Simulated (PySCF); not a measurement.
From one molecule to another.

First species: CH7FPSi (charge +1).
InChI=1S/CH7FPSi/c2-1-4-3/h1,4H2,3H3/q+1

Second species: C3H8O3Si2.
SMILES: `O=C(O)[Si@@H]1CC[SiH2]O1`

Levels: CAM-B3LYP/def2-SVPD for HOMO energy, LUMO energy, HOMO–LUMO gap and static isotropic polarisability; TDDFT CAM-B3LYP/def2-SVPD for lowest singlet excitation; TDA CAM-B3LYP/def2-SVPD for lowest triplet excitation (Tamm–Dancoff). Geometries: GFN2-xTB. Each species is one conformer at its optimised geometry, gas phase, non-relativistic unless stated; the electronic structure was computed with PySCF and density fitting.

Dipoles, sizes and rotational constants follow the conformer. The torsions of the flexible species, by atom-mapped SMILES:
- `[F:1][CH2:2][SiH2:3][PH3+:4]`: F1–C2–Si3–P4 0°

The conformers of `O=C(O)[Si@@H]1CC[SiH2]O1` aren't listed.

Values for the first species:

| Quantity | Value |
| --- | --- |
| HOMO energy | -15.39 eV |
| LUMO energy | -4.79 eV |
| HOMO–LUMO gap | 10.60 eV |
| Lowest singlet excitation | 6.98 eV |
| Lowest triplet excitation (Tamm–Dancoff) | 6.49 eV |
| Static isotropic polarisability | 58.9 au |

Question: Estimate the same properties for the second species, and the change in each.

Answer: 
| property | first | second | second less first |
| --- | --- | --- | --- |
| HOMO energy | -15.39 eV | -9.21 eV | +6.18 eV |
| LUMO energy | -4.79 eV | 0.21 eV | +5.00 eV |
| HOMO–LUMO gap | 10.60 eV | 9.42 eV | -1.18 eV |
| lowest singlet excitation | 6.98 eV | 4.91 eV | -2.07 eV |
| lowest triplet excitation (Tamm–Dancoff) | 6.49 eV | 4.26 eV | -2.23 eV |
| static isotropic polarisability | 58.9 au | 90.3 au | +31.4 au |

On the first: The polarisability is 8.73 Å³ as a volume (1 au = 0.148185 Å³), or 1.18 au for each of the 50 electrons. The principal polarisabilities are 50.8, 58.3 and 67.7 au; their mean is the isotropic value.

On the second: The polarisability is 13.39 Å³ as a volume (1 au = 0.148185 Å³), or 1.16 au for each of the 78 electrons. No computed singlet falls in the visible range (750 to 380 nm, 1.65 to 3.26 eV); S1 lies 1.65 eV above its blue end.
